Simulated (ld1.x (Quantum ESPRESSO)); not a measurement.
**Pseudopotential generation for palladium: TM, LDA (PZ), scalar-relativistic.**

ld1.x (Quantum ESPRESSO) 7.5 input, shortened:

```
&input
   title='Pd', zed=46., rel=1, dft='PZ', iswitch=3,
   config='[Kr] 4d9 4f-2 5s0 5p0'
 /
 &inputp
   pseudotype=2, tm=.true., lloc=-1, rcloc=1.22,
   nlcc=.true., rcore=0.90
 /
4
5S  1  0   0.00   0.00  2.30  2.30  0.0
4P  2  1   6.00   0.00  2.16  2.16  0.0
4D  3  2   9.00   0.00  1.54  1.54  0.0
4F  4  3  -2.00   0.10  1.78  1.78  0.0
 &test
   configts(1)='4p6 4d9 5s0 5p0'
 /
```

Poles of the logarithmic derivatives, all-electron (AE) and pseudo (PS). s: poles at 1.8 (AE) and 1.2, 3.9 (PS) Ry. p: poles at -4.6, 3.1 (AE) and -4.6, 2.9 (PS) Ry. d: poles at -0.8 (AE) and -0.8 (PS) Ry. f: poles at 3.1 (AE) and 3.1 (PS) Ry. Test radius 2.50 bohr.

- Cutoffs needed: 70 Ry and 80 Ry (the cutoffs (Ry, on a coarse ladder) from which the occupation-weighted sum of valence levels, in a spherical-Bessel basis at the reference potential, stays within 10 and 1 mRy of its value at 400 Ry)
- Ghost test: ghost state, extra bound levels that the all-electron valence spectrum of the same l lacks: s at -205.9 eV; a true bound ghost makes a file unfit for plane-wave use (spherical-Bessel basis up to 400 Ry, 20 bohr box)
- Largest excitation error: -75 meV (all-electron minus pseudo) for 4p6 4d6 5s0 5p0, out of 7 test configurations
